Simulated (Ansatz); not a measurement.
Reaction R1 → P1 + P2, each structure at its B3LYP-D3(BJ)/def2-TZVP stationary point, reached from a drawn start (curvature not checked).
R1: BCl2 (SMILES Cl[B]Cl), charge 0, multiplicity 2.
P1, BCl (SMILES [B]Cl) (charge 0, multiplicity 1):
```xyz
2

B     -0.8608     0.0000     0.0000
Cl     0.8608     0.0000     0.0000
```
P2: Cl atom, charge 0, multiplicity 2.

P less R. No zero-point or thermal terms; singlets are restricted closed shells; open shells are unrestricted; no spin–orbit coupling.

Correlated levels freeze the cores.

Run with Ansatz (Gaussian basis) for Hartree–Fock, density functionals and correlated methods. Each number belongs to the level named beside it.

```csv
level,reaction energy (kcal/mol)
HF/cc-pV(D+d)Z,67.71
HF/cc-pV(Q+d)Z,68.89
PBE/def2-TZVPP,89.89
BLYP/def2-TZVPP,80.48
revPBE/def2-TZVPP,84.74
B3LYP/def2-TZVPP,81.70
BHLYP/def2-TZVPP,(withheld)
B2PLYP/def2-TZVPP,(withheld)
CCSD(T)/cc-pV(Q+d)Z,(withheld)
```

Question: Some entries are withheld; supply them.

Answer: 
- BHLYP/def2-TZVPP, reaction energy (kcal/mol): 80.20
- B2PLYP/def2-TZVPP, reaction energy (kcal/mol): 82.44
- CCSD(T)/cc-pV(Q+d)Z, reaction energy (kcal/mol): 78.82

Ansatz is an electronic-structure program.
